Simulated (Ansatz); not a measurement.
`C=C[Si](N)(F)Cl`. The species carries charge 0 and has multiplicity 1.

```xyz
11

C    -0.480   -1.508    0.943
C    -1.058   -0.405    0.474
Si   -0.084    0.962   -0.278
N     1.476    0.455   -0.705
F     0.120    2.184    0.721
Cl   -1.197    1.724   -1.832
H    -1.055   -2.319    1.380
H     0.598   -1.639    0.911
H    -2.141   -0.314    0.525
H     2.216    1.137   -0.754
H     1.606   -0.277   -1.384
```

(1) What are the harmonic wavenumbers in cm⁻¹ at PBE0-D4/def2-TZVP (Ansatz, finite differences of forces, unscaled)? (Best estimate.)

(2) Is this a minimum?

(3) Give the ideal-gas thermochemistry at 298.15 K and 1 bar (rigid rotor, harmonic oscillator; point group C1, symmetry number 1).

(4) And at 400, 500, 600, 800 and 1000 K?

(5) Rotational constants (cm⁻¹)?

Answers

(1) The calculation gave: 73, 149, 161, 211, 238, 292, 319, 374, 430, 529, 576, 704, 806, 909, 944, 1022, 1024, 1049, 1294, 1439, 1578, 1671, 3137, 3161, 3224, 3606, 3700.

(2) Yes, all 27 modes are real.

(3) Zero-point energy 195.1 kJ/mol; H(298) − E = 219.0 kJ/mol; entropy 370.6 J/(mol·K), of which translation 169.1, rotation 117.8, vibration 83.7; G(298) − E = 108.5 kJ/mol. Modes under 100 cm⁻¹ are hindered rotations or soft bends, so the harmonic entropy is rough.

(4) 
| T (K) | H − E (kJ/mol) | S (J/mol/K) | G − E (kJ/mol) |
| --- | --- | --- | --- |
| 400 | 232.7 | 410.0 | 68.7 |
| 500 | 248.0 | 444.0 | 26.0 |
| 600 | 264.7 | 474.4 | -19.9 |
| 800 | 301.2 | 526.7 | -120.2 |
| 1000 | 340.7 | 570.8 | -230.1 |

(5) 0.09906, 0.05667, 0.04965.
